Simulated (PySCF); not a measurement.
B3H6N3.
Bonds: B1–N2, N2–B3, B3–N4, N4–B5, B5–N6, B1–N6. Hydrogens: H7 on B1; H8 on N2; H9 on B3; H10 on N4; H11 on B5; H12 on N6.

The calculation used PySCF 2.14.0, PBE0-D3(BJ)/def2-SVP geometry optimisation, gas phase.

Problem. What internal coordinates does the optimisation give?

Solution. 
```json
{"bond": "B1–N2 and 5 like bonds", "length (Å)": "1.427"}
{"bond": "B1–H7, B3–H9, B5–H11", "length (Å)": "1.210"}
{"bond": "N2–H8, N4–H10, N6–H12", "length (Å)": "1.011"}
```

Bonds in one row agree within 0.01 Å and their mean is given. A selection of angles:
```json
{"angle": "N2–B1–N6", "degrees": "117.3"}
{"angle": "N2–B1–H7", "degrees": "121.3"}
{"angle": "B1–N2–B3", "degrees": "122.6"}
{"angle": "B1–N2–H8", "degrees": "118.7"}
```

Dihedral angles: N6–B1–N2–B3 0° (synperiplanar); B1–N2–B3–N4 0° (synperiplanar); N2–B3–N4–B5 0° (synperiplanar); B3–N4–B5–N6 0° (synperiplanar); N4–B5–N6–B1 0° (synperiplanar); N2–B1–N6–B5 0° (synperiplanar).

All 6 B–N bonds measure 1.427 Å. The 6 heavy atoms lie in one plane (0.001 Å rms). B1 (three-coordinate boron) is planar (angles 121.3°, 121.3° and 117.3°, sum 360.0°, 0.00 Å off the plane of its three neighbours). N2 (boron-bound nitrogen) is planar (angles 122.6°, 118.7° and 118.7°, sum 360.0°, 0.00 Å off the plane of its three neighbours). The 6-membered ring B1–N2–B3–N4–B5–N6 has internal angles of 117.3° to 122.7° (sum 720°, against 720° for a flat polygon); it is planar, 0.00 Å rms from its mean plane, widest ring torsion 0°.

Point group: D3h (every atom within 0.08 Å of its image). No frequency check.
